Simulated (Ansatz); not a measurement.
`[SiH3]C1NCS1` + `F[SiH]1[CH2][GaH]1` → `F[Si@H]1[GaH][C@@H]1[SiH3]` + `C1NCS1` at 700 K and 1 bar (formal exchange of groups at the Si–C bond).

Program: Ansatz. Geometries: PBE0-D4/def2-TZVP. ΔE: electronic, gas phase. CCSD(T)/CBS is the MP2 limit (def2-TZVPP, def2-QZVPP) plus CCSD(T) − MP2 in def2-TZVPP, frozen cores. For Ga outer-core shells are correlated without core-valence functions, which leaves a few kJ/mol of doubt a bond. Scalar relativity is left out up to krypton.

| species | CCSD(T)/CBS energy (Eh) | H − E (kJ/mol) | S (J/(mol·K)) |
| --- | --- | --- | --- |
| `[SiH3]C1NCS1` | -821.81773 | 311.4 | 460.5 |
| `F[SiH]1[CH2][GaH]1` | -2353.27429 | 180.4 | 429.0 |
| `F[Si@H]1[GaH][C@@H]1[SiH3]` | -2643.56523 | 247.5 | 529.6 |
| `C1NCS1` | -531.54154 | 245.9 | 365.5 |

H − E and S are ideal-gas, rigid-rotor, harmonic terms from PBE0-D4/def2-TZVP, for one conformer and one mirror image of each species. 1 Eh = 2625.50 kJ/mol, R = 8.31446 J/(mol·K).

By hand: ΔE, ΔH, ΔS and ΔG.

ΔE = (-2643.56523) + (-531.54154) − (-821.81773) − (-2353.27429) = -0.01475 Eh = -38.7 kJ/mol. Δ(H − E) = 247.5 + 245.9 − 311.4 − 180.4 = 1.6, so ΔH = -37.1 kJ/mol. ΔS = 529.6 + 365.5 − 460.5 − 429.0 = 5.6 J/(mol·K). ΔG = -37.1 − 700 × (5.6)/1000 = -41.0 kJ/mol.

By hand: the equilibrium constant, and the temperature at which ΔG would vanish if ΔH and ΔS stayed fixed.

log₁₀ K = −ΔG/(RT ln 10) = 3.1. ΔH and −TΔS have one sign here, so there is no such temperature. One of them is within its doubt of zero, so this could turn.

The number of gas molecules stays the same, so ΔS is small and ΔH decides. A doubt of 5 kJ/mol in ΔE shifts log₁₀ K by 0.4 here. Other conformers and mirror images would add mixing entropy, several J/(mol·K) or more a flexible species. These are equilibria of isolated gas molecules and say nothing of rates. Largest T1 diagnostic: 0.014 (customary marks: 0.02 for closed shells, 0.045 for open ones).
